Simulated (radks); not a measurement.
Question: Pb, 82 electrons, occupied as [Hg] 6p2. Calculated with a radial shooting solver on a logarithmic mesh with Libxc functionals: Dirac Kohn-Sham, PBEsol, spin-unpolarised, spherical densities, finite nucleus; open shells fill j = l - 1/2 first; Fermi nuclear charge, rms radius 5.5012 fm. Some entries of the table are withheld. Estimate them.

orbital,occ.,eigenvalue (hartree),<r^2> (bohr^2)
1s1/2,2,-3229.755,(1)
2s1/2,2,-577.2050,0.005369
2p1/2,2,(2),0.003776
2p3/2,4,(3),0.004958
3s1/2,2,-138.5054,0.03480
3p1/2,2,-128.2422,0.03160
3p3/2,4,-110.3037,0.03794
3d3/2,4,-93.31819,(4)
3d5/2,6,-89.49897,(5)
4s1/2,2,-31.30792,0.1669
4p1/2,2,-26.85584,0.1692
4p3/2,4,-22.46126,0.2005
4d3/2,4,-15.18082,0.2084
4d5/2,6,-14.36043,0.2192
5s1/2,2,-5.23813,0.8181
4f5/2,6,(6),0.2435
4f7/2,8,(7),0.2503
5p1/2,2,(8),(9)
5p3/2,4,(10),(11)
5d3/2,4,-0.79440,1.915
5d5/2,6,-0.69955,2.074
6s1/2,2,-0.41430,6.194
6p1/2,2,-0.14764,11.03
6p3/2,0,-0.09622,15.39

Answer: 
(1) 1s1/2 <r^2> (bohr^2): 0.0003577
(2) 2p1/2 eigenvalue (hartree): -554.6111
(3) 2p3/2 eigenvalue (hartree): -474.2008
(4) 3d3/2 <r^2> (bohr^2): 0.02893
(5) 3d5/2 <r^2> (bohr^2): 0.03065
(6) 4f5/2 eigenvalue (hartree): -4.93241
(7) 4f7/2 eigenvalue (hartree): -4.74748
(8) 5p1/2 eigenvalue (hartree): -3.71545
(9) 5p1/2 <r^2> (bohr^2): 0.9394
(10) 5p3/2 eigenvalue (hartree): -2.89139
(11) 5p3/2 <r^2> (bohr^2): 1.140
